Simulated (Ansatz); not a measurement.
Basis-set extrapolation for CH₇AlBNO (PBE0-D4/def2-TZVP geometry, frozen core, the Gaussian-basis code of Ansatz). Multiplicity 1, RHF reference.

```csv
,def2-TZVPP,def2-QZVPP
HF,-437.907498,-437.924146
MP2 correlation,-0.827280,-0.885463
CCSD(T) correlation,-0.901619,not run
```

Energies in hartree. Use E(X) = E(∞) + A·exp(−7.88·√X) for Hartree–Fock and E(X) = E(∞) + B·X^(−2.97) for correlation, with X = 3 and 4, and add CCSD(T) minus MP2 of the smaller set to the MP2 limit.

**Question.** What is the CCSD(T) energy at the basis-set limit?

**Answer.** HF limit: -437.924146 + (-0.016648) × 0.13774 = -437.92644. MP2 limit: -0.885463 + (-0.058183) × 0.74074 = -0.92856. Higher-order term: -0.901619 − (-0.827280) = -0.07434. Total: -438.92934 hartree, 315.6 kJ/mol below CCSD(T)/def2-TZVPP.
